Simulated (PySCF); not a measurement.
This PySCF input asks for the spin–spin couplings of Gallium Cyanide (N#[C][Ga], CGaN); the geometry comes from PBE0-D3(BJ)/def2-SVP.

```python
import basis_set_exchange as bse
import numpy as np
from pyscf import gto, dft
from pyscf.data import nist
from pyscf.prop import ssc

atoms = """
N    -1.151880   -0.799024   -0.007131
C    -0.247563   -0.064259   -0.020492
Ga    1.422403    1.168614    0.002513
"""
names = {"N": "pcJ-1", "C": "pcJ-1", "Ga": "pcSseg-1"}
basis = {el: gto.basis.parse(bse.get_basis(n, elements=[el], fmt="nwchem")) for el, n in names.items()}
mol = gto.M(atom=atoms, basis=basis, charge=0, verbose=0)
mf = dft.RKS(mol, xc="B3LYP")
mf.grids.level = 2
mf.grids.alignment = dft.numint.BLKSIZE   # the property module wants whole blocks of grid points
mf.conv_tol = 1e-9
mf.kernel()

sc = ssc.RKS(mf)
sc.with_fcsd = True   # Fermi contact and spin-dipole together
sc.max_cycle_cphf = 60
g = {"C": 1.4048236, "N": -0.566378}   # nuclear g factors of 13C, 15N
sc.nuc_pair = [(i, j) for i in range(mol.natm) for j in range(i + 1, mol.natm)
               if mol.atom_pure_symbol(i) in g and mol.atom_pure_symbol(j) in g]
K = sc.kernel()
unit = nist.HARTREE2J / nist.PLANCK * (0.5 * nist.E_MASS / nist.PROTON_MASS) ** 2
for (i, j), k in zip(sc.nuc_pair, K):
    a, b = mol.atom_pure_symbol(i), mol.atom_pure_symbol(j)
    J = unit * g[a] * g[b] * np.trace(k) / 3
    if abs(J) >= 1:
        print("%s%d %s%d %8.1f Hz" % (a, i, b, j, J))
```

Q: What does it print?

A: 
```
N0 C1     -7.6 Hz
```

These numbers come from an equivalent density-fitted implementation of the same equations, which agrees with the script to about 0.1 Hz, so last digits may differ.

Size and cost of the density-fitted run: 95 basis functions, 6 s wall time on 1 thread of an Arm Neoverse N1, shared host.
